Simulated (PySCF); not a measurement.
# r2SCAN0 on Ag (silver, neutral)

Configuration: [Kr] 4d10 5p1, 2P determinant (an excited configuration). All numbers are calculated (PySCF 2.14, a scalar-relativistic core potential, in aug-cc-pwCVDZ-PP with ECP28MDF (6s6p5d3f, 70 functions)).

- Total energy: -146.7844 hartree
- One-electron energy: -259.6316 hartree
- Hartree (Coulomb) energy: 126.9622 hartree
- Exchange-correlation energy: -14.1150 hartree
- ⟨S²⟩: 0.7556
- ⟨L²⟩: 2.018
- Sum of ⟨r⟩: 26.72 bohr
- Sum of ⟨r²⟩: 58.60 bohr²
- Traceless quadrupole moment −½Σ⟨3z² − r²⟩ along its main axis: -10.3 e·bohr²

```tsv
shell	electrons	mean orbital energy (hartree)	spread (hartree)	rms radius, mean of both spins (bohr)
4s β	1	-3.93222	0	0.979
4s α	1	-3.93205	0	0.979
4p β	3	-2.49220	0.00564	1.08
4p α	3	-2.49181	0.00552	1.08
4d α	5	-0.41441	0.00512	1.54
4d β	5	-0.41296	0.00975	1.54
5p α	1	-0.09281	0	5.09
```

Energies and moments cover only the electrons outside the core potential.
